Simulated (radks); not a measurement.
Values are calculated unless marked as measured or tabulated.
Orbital eigenvalues (eV) of the zirconium ion Zr3+, [Kr] 4d1, at several levels of relativity; Dirac values are averaged over j with weights 2j + 1. Spin-unpolarised spherical Kohn-Sham, PBE, point nucleus unless stated (finite: rms radius 4.2694 fm), a radial shooting solver on a logarithmic mesh with Libxc functionals. A level marked "c x" has the speed of light scaled by that factor and shares open shells by 2j + 1; other Dirac levels either fill j = l - 1/2 first or share by 2j + 1.

shell	non-rel.	scalar-rel.	scalar-rel., finite nucleus	Dirac, low j first	change of magnitude, last against first (%)
1s	-17449	-17853	-17853	-17845	+2.27
2s	-2404.5	-2497.8	-2497.7	-2496.2	+3.81
2p	-2205.9	-2230.4	-2230.4	-2230.0	+1.09
3s	-415.99	-432.53	-432.52	-432.26	+3.91
3p	-341.42	-345.41	-345.41	-345.39	+1.16
3d	-205.58	-202.47	-202.47	-202.31	-1.59
4s	-79.150	-81.550	-81.549	-81.491	+2.96
4p	-58.858	-59.171	-59.171	-59.154	+0.50
4d	-28.595	-28.202	-28.202	-28.179	-1.46
